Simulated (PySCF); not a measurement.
C3H6NO (SMILES C[N]C(C)=O), doublet, at a GFN2-xTB geometry; PySCF with R2SCAN/6-31G**.

PySCF was given this input:
```python
from pyscf import gto, scf, dft

mol = gto.Mole()
mol.atom = '''
    C     1.949925    0.125087    0.170866
    N     0.619121   -0.055391    0.579735
    C    -0.485555   -0.017495   -0.119711
    C    -1.772607   -0.248734    0.613846
    O    -0.395890    0.204691   -1.334458
    H     2.125045    1.124651   -0.241971
    H     2.559303    0.020118    1.073351
    H     2.270510   -0.639863   -0.544956
    H    -2.289284   -1.098712    0.173326
    H    -2.410034    0.626050    0.503764
    H    -1.572852   -0.435178    1.663999
'''
mol.basis = '6-31g**'
mol.charge = 0
mol.spin = 1
mol.verbose = 4
mol.build()

mf = dft.UKS(mol)
mf.xc = 'r2scan'
mf.kernel()
```

### Question
What does PySCF print? Leave out banner, timings and long lists.

### Answer

```
PySCF version 2.14.0

[INPUT] verbose = 4
[INPUT] num. atoms = 11
[INPUT] num. electrons = 39
[INPUT] charge = 0
[INPUT] spin (= nelec alpha-beta = 2S) = 1
[INPUT] symmetry False subgroup None
[INPUT] Mole.unit = angstrom
[INPUT] Symbol           X                Y                Z      unit          X                Y                Z       unit  Magmom
[INPUT]  1 C      1.949925000000   0.125087000000   0.170866000000 AA    3.684824213443   0.236380171743   0.322889944000 Bohr   0.0
[INPUT]  2 N      0.619121000000  -0.055391000000   0.579735000000 AA    1.169969127967  -0.104673819766   1.095540374825 Bohr   0.0
[INPUT]  3 C     -0.485555000000  -0.017495000000  -0.119711000000 AA   -0.917565968413  -0.033060758549  -0.226221004098 Bohr   0.0
[INPUT]  4 C     -1.772607000000  -0.248734000000   0.613846000000 AA   -3.349741756487  -0.470039137868   1.160000822660 Bohr   0.0
[INPUT]  5 O     -0.395890000000   0.204691000000  -1.334458000000 AA   -0.748123675454   0.386809930163  -2.521760144735 Bohr   0.0
[INPUT]  6 H      2.125045000000   1.124651000000  -0.241971000000 AA    4.015753052376   2.125282375718  -0.457258920087 Bohr   0.0
[INPUT]  7 H      2.559303000000   0.020118000000   1.073351000000 AA    4.836381739778   0.038017510174   2.028339425528 Bohr   0.0
[INPUT]  8 H      2.270510000000  -0.639863000000  -0.544956000000 AA    4.290642063086  -1.209165827243  -1.029817589938 Bohr   0.0
[INPUT]  9 H     -2.289284000000  -1.098712000000   0.173326000000 AA   -4.326119781349  -2.076264769773   0.327538670266 Bohr   0.0
[INPUT] 10 H     -2.410034000000   0.626050000000   0.503764000000 AA   -4.554304210890   1.183063040284   0.951975991415 Bohr   0.0
[INPUT] 11 H     -1.572852000000  -0.435178000000   1.663999000000 AA   -2.972259514474  -0.822367235436   3.144502381550 Bohr   0.0

nuclear repulsion = 171.374929514763
number of shells = 48
number of NR pGTOs = 177
number of NR cGTOs = 100
basis = 6-31g**
ecp = {}

******** <class 'pyscf.dft.uks.UKS'> ********
method = UKS
initial guess = minao
damping factor = 0
level_shift factor = 0
DIIS = <class 'pyscf.scf.diis.CDIIS'>
diis_start_cycle = 1
diis_space = 8
diis_damp = 0
SCF conv_tol = 1e-09
SCF conv_tol_grad = None
SCF max_cycles = 50
direct_scf = True
direct_scf_tol = 1e-13
number electrons alpha = 20  beta = 19
XC library pyscf.dft.libxc version 7.1.2
    S. Lehtola, C. Steigemann, M. J. T. Oliveira, and M. A. L. Marques,  SoftwareX 7, 1–5 (2018)
XC functionals = r2scan
    J. W. Furness, A. D. Kaplan, J. Ning, J. P. Perdew, and J. Sun,  J. Phys. Chem. Lett. 11, 8208–8215 (2020)
    J. W. Furness, A. D. Kaplan, J. Ning, J. P. Perdew, and J. Sun,  J. Phys. Chem. Lett. 11, 9248–9248 (2020)
    J. W. Furness, A. D. Kaplan, J. Ning, J. P. Perdew, and J. Sun,  J. Phys. Chem. Lett. 11, 8208–8215 (2020)
    J. W. Furness, A. D. Kaplan, J. Ning, J. P. Perdew, and J. Sun,  J. Phys. Chem. Lett. 11, 9248–9248 (2020)
radial grids:
    Treutler-Ahlrichs [JCP 102, 346 (1995); DOI:10.1063/1.469408] (M4) radial grids

becke partition: Becke, JCP 88, 2547 (1988); DOI:10.1063/1.454033
pruning grids: <function nwchem_prune>
grids dens level: 3
symmetrized grids: False
atomic radii adjust function: <function treutler_atomic_radii_adjust>
small_rho_cutoff = 0
Set gradient conv threshold to 3.16228e-05
tot grids = 129192
init E= -248.145660988582

cycle= 1 E= -247.542286161358  delta_E= 0.603  |g|= 0.604  |ddm|= 2.23
cycle= 2 E= -246.013747666949  delta_E= 1.53  |g|=  1.8  |ddm|= 2.26
cycle= 3 E= -247.654534727508  delta_E= -1.64  |g|= 0.309  |ddm|= 2.05
cycle= 4 E= -247.681320091223  delta_E= -0.0268  |g|= 0.223  |ddm|= 0.492
cycle= 5 E= -247.703476269344  delta_E= -0.0222  |g|= 0.059  |ddm|= 0.219
cycle= 6 E= -247.704755328539  delta_E= -0.00128  |g|= 0.0299  |ddm|= 0.0667
cycle= 7 E= -247.705171129999  delta_E= -0.000416  |g|= 0.00716  |ddm|= 0.0247
cycle= 8 E= -247.705193834099  delta_E= -2.27e-05  |g|= 0.00187  |ddm|= 0.00711
cycle= 9 E= -247.705195956406  delta_E= -2.12e-06  |g|= 0.000432  |ddm|= 0.00233
cycle= 10 E= -247.70519614169  delta_E= -1.85e-07  |g|= 0.00018  |ddm|= 0.000849
cycle= 11 E= -247.705196205036  delta_E= -6.33e-08  |g|= 7.09e-05  |ddm|= 0.000733
cycle= 12 E= -247.705196219671  delta_E= -1.46e-08  |g|= 5.24e-05  |ddm|= 0.000401
cycle= 13 E= -247.705196228116  delta_E= -8.45e-09  |g|= 3.64e-05  |ddm|= 0.000315
cycle= 14 E= -247.705196235536  delta_E= -7.42e-09  |g|= 2.55e-05  |ddm|= 0.000408
cycle= 15 E= -247.705196238439  delta_E= -2.9e-09  |g|= 2.51e-05  |ddm|= 0.000271
cycle= 16 E= -247.705196240053  delta_E= -1.61e-09  |g|= 9.7e-06  |ddm|= 0.000248
cycle= 17 E= -247.705196240256  delta_E= -2.03e-10  |g|= 1.24e-05  |ddm|= 0.000121
Extra cycle  E= -247.705196238516  delta_E= 1.74e-09  |g|= 6.17e-05  |ddm|= 6.97e-05
converged SCF energy = -247.705196238516  <S^2> = 0.75574438  2S+1 = 2.0057362
```
